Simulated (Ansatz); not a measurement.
This geometry of ClH3Si + H2O + H2O (11 atoms, charge 0, multiplicity 1) is a first-order saddle point.

Computed with RKS PBE0/6-31G* in Ansatz.

```xyz
11
Properties=species:S:1:pos:R:3
Si -0.597 0.179 -1.187
Cl 1.808 0.402 -0.858
H -0.236 -1.209 -1.581
H -2.039 -0.030 -0.816
H -0.598 1.218 -2.236
H -0.309 0.357 1.171
O -0.486 1.092 0.495
H 1.296 -0.856 1.106
O 0.560 -0.902 1.752
H 0.381 1.554 0.455
H 0.220 -1.805 1.700
```

Q: Which two structures does it join? (They come from a converged band through this point; their orientation in space is the band's.)

A: Bonds broken: Si1–Cl2, H6–O7, H8–O9. Bonds formed: Si1–O7, Cl2–H8, H6–O9. ClH3Si + H2O + H2O becomes ClH + H2O + H4OSi.

Image 0:

```xyz
11
Properties=species:S:1:pos:R:3
Si -0.478 0.003 -1.710
Cl 1.465 -0.517 -1.110
H -0.533 -0.595 -3.077
H -1.492 -0.693 -0.890
H -0.620 1.465 -1.873
H -0.173 0.525 1.360
O -0.571 1.134 0.700
H 1.330 -0.955 1.379
O 0.808 -0.747 2.170
H -0.007 1.917 0.731
H 0.271 -1.537 2.319
```

Image 8:

```xyz
11
Properties=species:S:1:pos:R:3
Si -1.213 0.426 -1.583
Cl 2.844 0.077 0.700
H -1.008 -0.200 -2.918
H -2.582 0.135 -1.092
H -1.019 1.897 -1.710
H -0.120 -0.304 1.364
O -0.186 -0.241 -0.439
H 1.802 -0.092 1.555
O 0.381 -0.330 2.211
H 0.768 -0.120 -0.592
H 0.333 -1.250 2.505
```

Q: How far does it lie above each of them?

A: 0.57 eV above the first and 0.66 eV above the second. This is the barrier of this one path; another mechanism may lie lower. The orbitals stay closed-shell, which can raise the energy where a bond breaks towards radicals; this wasn't checked here.

Time of the run: 9.5 min on 2 threads of Arm Neoverse V1, on a shared host, peak memory 0.18 GiB.
